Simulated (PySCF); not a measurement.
A structure optimised at PBE0-D3(BJ)/def2-SVP, used in a PySCF frequency run:

```xyz
6

In     0.0315    -0.6041     0.2698
F     -1.4486    -1.7889    -0.2010
Br    -0.0483     1.6318    -0.7557
N      1.3489    -1.2065     1.6692
H      2.2571    -0.7499     1.6320
H      1.4812    -2.2140     1.7242
```

Task: Write its SMILES and formula.

Result: [NH2][In]([F])[Br], BrFH2InN

Task: What are its rotational constants (standard atomic weights)?

Result: 4.8020, 1.2373, 0.98529 GHz
